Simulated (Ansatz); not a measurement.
Pt4Au⁺. The state is a singlet with charge 1. Geometry r2SCAN-D4/def2-SVP.

```csv
atom,x (Å),y (Å),z (Å)
Pt1,0.8387,-0.2411,1.5628
Pt2,1.3085,0.2132,-1.2026
Pt3,-0.9696,-0.0907,-0.1796
Pt4,0.9481,-2.0032,-0.1680
Au5,-2.1257,2.1218,-0.0125
```

In the def2 sets Au, Pt take a core potential; there is no spin–orbit coupling. The restricted singlet is unstable towards broken spin symmetry at other levels; at PBE-D4/def2-TZVP, r2SCAN-D4/def2-TZVP, PBE0-D4/def2-SVP, PBE0-D4/def2-TZVP and others this wasn't settled. At PBE-D4/def2-TZVP an occupied level lies above an empty one. The structure comes from a short search, and lower isomers may exist.

Problem. Estimate the orbital energies around the gap (eV) in Ansatz with PBE-D4/def2-TZVP, r2SCAN-D4/def2-TZVP, PBE0-D4/def2-SVP, PBE0-D4/def2-TZVP, BHLYP-D4/def2-TZVP.

Solution. 
| orbital | PBE-D4/def2-TZVP | r2SCAN-D4/def2-TZVP | PBE0-D4/def2-SVP | PBE0-D4/def2-TZVP | BHLYP-D4/def2-TZVP |
| --- | --- | --- | --- | --- | --- |
| HOMO−13 | -11.40 | -11.51 | -12.57 | -12.49 | -13.78 |
| HOMO−12 | -11.19 | -11.32 | -12.41 | -12.36 | -13.76 |
| HOMO−11 | -10.94 | -11.14 | -12.39 | -12.34 | -13.47 |
| HOMO−10 | -10.92 | -11.12 | -12.29 | -12.22 | -13.28 |
| HOMO−9 | -10.83 | -10.99 | -12.14 | -12.05 | -13.25 |
| HOMO−8 | -10.68 | -10.84 | -11.93 | -11.86 | -13.06 |
| HOMO−7 | -10.63 | -10.78 | -11.89 | -11.82 | -12.95 |
| HOMO−6 | -10.43 | -10.57 | -11.67 | -11.60 | -12.74 |
| HOMO−5 | -10.39 | -10.56 | -11.64 | -11.57 | -12.73 |
| HOMO−4 | -10.21 | -10.34 | -11.44 | -11.37 | -12.55 |
| HOMO−3 | -10.17 | -10.31 | -11.43 | -11.36 | -12.53 |
| HOMO−2 | -10.16 | -10.30 | -11.42 | -11.35 | -12.43 |
| HOMO−1 | -10.11 | -10.21 | -10.87 | -10.82 | -11.43 |
| HOMO | -9.60 | -9.62 | -10.59 | -10.52 | -11.42 |
| LUMO | -9.75 | -9.61 | -8.77 | -8.70 | -7.50 |
| LUMO+1 | -9.50 | -9.35 | -8.54 | -8.49 | -7.39 |
| LUMO+2 | -8.61 | -8.36 | -7.57 | -7.56 | -6.58 |
| LUMO+3 | -8.17 | -7.89 | -7.11 | -7.12 | -6.17 |
| LUMO+4 | -7.43 | -7.18 | -6.40 | -6.42 | -5.48 |
| LUMO+5 | -5.14 | -4.74 | -4.08 | -4.27 | -3.54 |
